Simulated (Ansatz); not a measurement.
```yaml
crystal:
  periodic: [false, false, false]
  atoms:
    - {symbol: B, position_ang: [0.003096, 1.962726, 0.226010]}
    - {symbol: N, position_ang: [-1.335544, 1.499107, -0.205948]}
    - {symbol: B, position_ang: [-1.165732, 0.849940, 1.142400]}
    - {symbol: N, position_ang: [0.001124, 1.642670, 1.664659]}
    - {symbol: B, position_ang: [1.166344, 0.845980, 1.144732]}
    - {symbol: N, position_ang: [1.341035, 1.494596, -0.203271]}
    - {symbol: B, position_ang: [1.168428, 0.564396, -1.304945]}
    - {symbol: N, position_ang: [0.003308, 0.620488, -2.254897]}
    - {symbol: B, position_ang: [-1.163898, 0.568346, -1.307282]}
    - {symbol: N, position_ang: [-1.338659, -0.923187, -1.195364]}
    - {symbol: B, position_ang: [0.000482, -0.785265, -1.812734]}
    - {symbol: N, position_ang: [1.337895, -0.927722, -1.192666]}
    - {symbol: B, position_ang: [-1.168669, -1.412481, 0.161525]}
    - {symbol: N, position_ang: [-1.340620, -0.569110, 1.397156]}
    - {symbol: N, position_ang: [1.335893, -0.573652, 1.399832]}
    - {symbol: B, position_ang: [1.163517, -1.416427, 0.163867]}
    - {symbol: N, position_ang: [-0.004436, -2.263139, 0.590265]}
    - {symbol: B, position_ang: [-0.003584, -1.177266, 1.586672]}
basis:
  gaussian: {orbitals: def2-TZVP}
magnetization: {spin_polarized: true, initial_magnetization: 2}
hamiltonian: {xc: pbe0, dispersion: d4}
scf: {omitted_lower_state_checks: [starts]}
output: {orbitals: {seedname: orbitals}}
```

```sh
$ ansatz run in.yaml --threads 4 --pin off --events-out ev --progress --plain --max-ram 6963MiB
```

Does this run fit into the memory that it is given?

No. It has 558 basis functions, and Ansatz plans for 11 GiB where 7 GiB are given.
